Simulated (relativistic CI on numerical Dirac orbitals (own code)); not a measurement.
## Hyperfine structure of Nb VII, mass number 93

Calculated at this level of theory: Dirac-Coulomb-Breit CI, KLI orbitals optimised for each configuration, model QED, unscaled Slater integrals (own radial code, finite nucleus).

Configurations in the expansion (outside the closed core [Ar] 3d10): 4s2.4p5, 4s.4p6, 4s2.4p4.4d, 4s.4p5.4d, 4s2.4p4.4f, 4s2.4p4.5s, 4s.4p5.4f, 4s2.4p4.5p, 4s2.4p4.5d, 4p6.4d, 4s.4p4.4d2, 4s2.4p4.6s, 4s2.4p3.4d.4f, 4p5.4d2, 4p4.4d3, 4p4.4d2.4f, 4p4.4d2.5s. Double excitations out of closed p, d and f shells are left out; levels of such configurations are missing from the list, as are those of other unlisted configurations, and high levels can miss mixing partners. These lack a partner that the ground configuration has and come out too high: 4s2.4p4.5p, 4s2.4p4.5d, 4s2.4p4.6s.

Nuclear spin I = 9/2, μ = 6.163 μN, Q = -0.32 b (tables of Stone and Pyykkö). The electronic factors are computed for point nuclear moments, without core polarisation or the Bohr-Weisskopf and QED corrections.

```
            Level  E (cm⁻¹)  A (MHz)  B (MHz)
  4s2.4p5 2P°_3/2       0.0     4028     1710
  4s2.4p5 2P°_1/2   19050.9    22600         
    4s.4p6 2S_1/2  197139.7    68300         
4s2.4p4.4d 4D_5/2  265785.0     2387      355
4s2.4p4.4d 4D_7/2  266458.3     1395      823
4s2.4p4.4d 4D_3/2  266937.7     3524      112
4s2.4p4.4d 4D_1/2  269001.6     5899         
4s2.4p4.4d 4F_9/2  282149.1     2138    -1580
```

Levels with J = 0, under 50 % of one LS term, or S terms without an open s electron are left out. Small factors come from cancelling terms and can be off by tens of per cent or more.

At this charge configurations can still be misplaced by up to about 7 % of their energy. 7 of the 8 excited levels that our extract of the measured tables holds in this range could be paired (the sources list more); they are missed by 15831 cm⁻¹ on average and 33022 at most, and levels without a partner can miss by more.

(1) Give the hyperfine levels of 4s2.4p5 2P°_1/2 relative to its centre of gravity.

Results:

(1) With K = F(F + 1) − I(I + 1) − J(J + 1), E = AK/2: F = 4: -62160, F = 5: 50860 MHz.

LS names give the leading component of a level, which can be under half, so a name can repeat, a term be missing and a line seem to break the LS rules.
